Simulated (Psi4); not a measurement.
FGa (SMILES [F][Ga]), singlet, at a GFN2-xTB geometry (such geometries of metal compounds can be far from the true shape); BLYP/def2-SVPD in Psi4.

Here is a job for Psi4.
```
memory 2 GB

molecule mol {
0 1
Ga   -0.000000   -0.000000   -0.404797
F     0.000000    0.000000    1.394301
}

set {
  basis def2-svpd
  reference rks
}

energy('blyp')
print_variables()
```

**Question.** Predict the main parts of the log of this Psi4 run.

**Answer.** 
```
   => Loading Basis Set <=

    Name: DEF2-SVPD
    Role: ORBITAL
    Keyword: BASIS

         ---------------------------------------------------------
                                   SCF
               by Justin Turney, Rob Parrish, Andy Simmonett
                          and Daniel G. A. Smith
                              RKS Reference
         ---------------------------------------------------------

  ==> Geometry <==

    Molecular point group: c2v
    Full point group: C_inf_v

    Geometry (in Angstrom), charge = 0, multiplicity = 1:

       Center              X                  Y                   Z               Mass
    ------------   -----------------  -----------------  -----------------  -----------------
         GA           0.000000000000     0.000000000000    -0.388744804667    68.925573500000
         F            0.000000000000     0.000000000000     1.410353195333    18.998403162730

  Running in c2v symmetry.

  Rotational constants: A = ************  B =      0.34970  C =      0.34970 [cm^-1]
  Rotational constants: A = ************  B =  10483.76777  C =  10483.76777 [MHz]
  Nuclear repulsion =   82.063590630932836

  Charge       = 0
  Multiplicity = 1
  Electrons    = 40
  Nalpha       = 20
  Nbeta        = 20

  ==> Algorithm <==

  SCF Algorithm Type is DF.
  DIIS enabled.
  MOM disabled.
  Fractional occupation disabled.
  Guess Type is SAD.
  Energy threshold   = 1.00e-06
  Density threshold  = 1.00e-06
  Integral threshold = 1.00e-12

  ==> Primary Basis <==

  Basis Set: DEF2-SVPD
    Blend: DEF2-SVPD
    Number of shells: 23
    Number of basis functions: 61
    Number of Cartesian functions: 67
    Spherical Harmonics?: true
    Max angular momentum: 2

  ==> DFT Potential <==

   => LibXC <=

    Version 7.1.2
    S. Lehtola, C. Steigemann, M. J. T. Oliveira, and M. A. L. Marques,  SoftwareX 7, 1–5 (2018) (10.1016/j.softx.2017.11.002)

   => Composite Functional: BLYP <=

    BLYP GGA Exchange-Correlation Functional

    P.J. Stephens et. al., J. Phys. Chem., 98, 11623-11627, 1994
    B. Miehlich et. al., Chem. Phys. Lett., 157(3), 200-206 1989

    Deriv               =              1
    GGA                 =           TRUE
    Meta                =          FALSE

    Exchange Hybrid     =          FALSE
    MP2 Hybrid          =          FALSE

   => Exchange Functionals <=

    1.0000     XC_GGA_X_B88

   => Correlation Functionals <=

    1.0000     XC_GGA_C_LYP

   => LibXC Density Thresholds  <==

[...]
   @DF-RKS iter   6: -2024.51256323586995   -1.22925e-01   1.19658e-03 ADIIS/DIIS
   @DF-RKS iter   7: -2024.51333990785247   -7.76672e-04   9.42044e-05 DIIS
   @DF-RKS iter   8: -2024.51334648999841   -6.58215e-06   2.51160e-05 DIIS
   @DF-RKS iter   9: -2024.51334680405625   -3.14058e-07   2.47398e-06 DIIS
   @DF-RKS iter  10: -2024.51334680642435   -2.36810e-09   7.37694e-07 DIIS
  Energy and wave function converged.

  ==> Post-Iterations <==

   Electrons on quadrature grid:
      Ntotal   =   39.9999645901 ; deviation = -3.541e-05

    Orbital Energies [Eh]
    ---------------------

    Doubly Occupied:

[...]
    Virtual:

[...]
    Final Occupation by Irrep:
             A1    A2    B1    B2
    DOCC [    11,    1,    4,    4 ]
    NA   [    11,    1,    4,    4 ]
    NB   [    11,    1,    4,    4 ]

  @DF-RKS Final Energy: -2024.51334680642435

   => Energetics <=

    Nuclear Repulsion Energy =             82.0635906309328362
    One-Electron Energy =               -2986.2518573186980575
    Two-Electron Energy =                 965.2019354257301984
    DFT Exchange-Correlation Energy =     -85.5270155443895703
    Empirical Dispersion Energy =           0.0000000000000000
    VV10 Nonlocal Energy =                  0.0000000000000000
    Total Energy =                      -2024.5133468064243516

Computation Completed

Properties will be evaluated at   0.000000,   0.000000,   0.000000 [a0]

Properties computed using the SCF density matrix

 Multipole Moments:

 ------------------------------------------------------------------------------------
     Multipole            Electronic (a.u.)      Nuclear  (a.u.)        Total (a.u.)
 ------------------------------------------------------------------------------------

 L = 1.  Multiply by 2.5417464519 to convert [e a0] to [Debye]
 Dipole X            :          0.0000000            0.0000000            0.0000000
 Dipole Y            :          0.0000000            0.0000000            0.0000000
 Dipole Z            :         -2.1655906            1.2133739           -0.9522167
 Magnitude           :                                                    0.9522167

 ------------------------------------------------------------------------------------

  Variable Map:
  ----------------------------------------------------------------------------
[...]
  Array Variable Map:
  ----------------------------------------------------------------------------
[...]
[...]
```
